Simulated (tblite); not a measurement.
C7H7 (charge +1).
Structure used (GFN2-xTB), in Å, numbered top down from 1:
```xyz
14
C7H7 angstrom
C      2.5755   -0.8635   -0.1771
C      2.1184    0.2187    0.4712
C      0.7523    0.5556    0.4831
C     -0.2692    1.3969    0.8836
C     -0.5846    0.2979    0.1050
C     -1.5390   -0.4902   -0.5651
C     -2.8430   -0.1731   -0.5550
H      3.6248   -1.1088   -0.1782
H      1.9196   -1.5272   -0.7186
H      2.7866    0.8768    1.0114
H     -0.5811    2.2675    1.4133
H     -1.1783   -1.3646   -1.0900
H     -3.2155    0.6958   -0.0353
H     -3.5672   -0.7822   -1.0704
```

The geometry is computed with GFN2-xTB (gas phase).

Take the most abundant isotopes and a rigid rotor. The values belong to one conformer with, in the numbering `[CH2:1]=[CH:2][c:3]1[cH:4][c+:5]1[CH:6]=[CH2:7]`, C1–C2–C3–C4 180°, C4–C5–C6–C7 0°.

Problem. What are A, B and C (MHz)?

Solution. Ia = 74.55, Ib = 326.35, Ic = 400.90 u·Å²; 505379 MHz·u·Å²/I gives A = 6779, B = 1549, C = 1261 MHz.

Problem. Classify the top.

Solution. An asymmetric top: κ = (2 × 1549 − 6779 − 1261)/(6779 − 1261) = -0.90.

Problem. Is it planar, by Δ = Ic − Ia − Ib?

Solution. Planar: Δ = Ic − Ia − Ib = 0.00 u·Å². For a rigid frame Δ = −2 Σ m c², so it vanishes when all atoms lie in the ab plane; here none is more than 0.01 Å from it.

Problem. Where do the levels up to J = 5 lie, in K?

Solution. Above 0(0,0), as E/k:
J = 1: 1(0,1) 0.135, 1(1,1) 0.386, 1(1,0) 0.400
J = 2: 2(0,2) 0.404, 2(1,2) 0.642, 2(1,1) 0.683, 2(2,1) 1.436, 2(2,0) 1.437
J = 3: 3(0,3) 0.806, 3(1,3) 1.025, 3(1,2) 1.108, 3(2,2) 1.841, 3(2,1) 1.843, 3(3,1) 3.131, 3(3,0) 3.131
J = 4: 4(0,4) 1.340, 4(1,4) 1.536, 4(1,3) 1.674, 4(2,3) 2.380, 4(2,2) 2.388, 4(3,2) 3.671, 4(3,1) 3.671, 4(4,1) 5.476, 4(4,0) 5.476
J = 5: 5(0,5) 2.003, 5(1,5) 2.173, 5(1,4) 2.380, 5(2,4) 3.052, 5(2,3) 3.071, 5(3,3) 4.347, 5(3,2) 4.347, 5(4,2) 6.151, 5(4,1) 6.151, 5(5,1) 8.471, 5(5,0) 8.471
Those of J = 1 are B + C, A + C and A + B.

Problem. Estimate the classical rotational partition function at 10 K, 100 K and 500 K.

Solution. Point group Cs, symmetry number σ = 1; q = (√π/σ)·√((kT/h)³/(ABC)), k/h = 20836.6 MHz/K: 1470 at 10 K, 46300 at 100 K, 518000 at 500 K.

Its GFN2-xTB frequencies are all real (lowest 82 cm⁻¹). Constants of a rigid frame at the computed geometry: no zero-point averaging, no centrifugal distortion.

On one thread of an Intel Xeon Platinum 8375C at 2.90 GHz, no GPU, shared host with 128 logical CPUs at a one-minute load of 49, this took 0.14 s. This is the geometry optimisation.
